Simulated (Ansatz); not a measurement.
Consider the ligand exchange at a Ti–O bond: `[NH2][Ti]([NH2])([OH])[Cl]` + HCl → `[NH2][Ti]([NH2])([Cl])[Cl]` + H₂O.

Program: Ansatz. Geometries: PBE0-D4/def2-TZVP. ΔE: electronic, gas phase. CBS: MP2 limit from def2 TZ/QZ plus the TZ coupled-cluster correction, frozen cores. This one scheme is used for every species. Functionals use def2-TZVPP. HSE06 is defined as in plane-wave codes. For Ti outer-core shells are correlated without core-valence functions, which leaves a few kJ/mol of doubt a bond. Scalar relativity is left out up to krypton. One conformer a species, not always the lowest.

CCSD(T)/CBS gives -39.6 kJ/mol.

(1) Another level gave -31.4 kJ/mol. Which?
A. CAM-B3LYP/def2-TZVPP
B. HSE06-D4/def2-TZVPP
C. BHLYP/def2-TZVPP
D. MP2/def2-TZVPP

Largest T1 diagnostic among the species: 0.025, so the coupled-cluster value is less sure than usual.

Results:

(1) C. BHLYP -31.4, HSE06-D4 -37.9, CAM-B3LYP -25.5, MP2/def2-TZVPP -43.2 kJ/mol.

Leaving LDA and LC-ωPBE aside and taking each functional with its dispersion term where it has one, the values, not all of them listed here, spread over 13.4 kJ/mol, from PBE-QIDH to CAM-B3LYP-D4. In def2-TZVPP, CCSD(T) changes the Hartree–Fock value by −4.7 kJ/mol (the triples alone add −4.8 kJ/mol) and MP2 by −13.8 kJ/mol.

CCSD(T)/CBS has its own doubt, a few kJ/mol and more with outer-core shells, so smaller differences from it don't rank the levels.
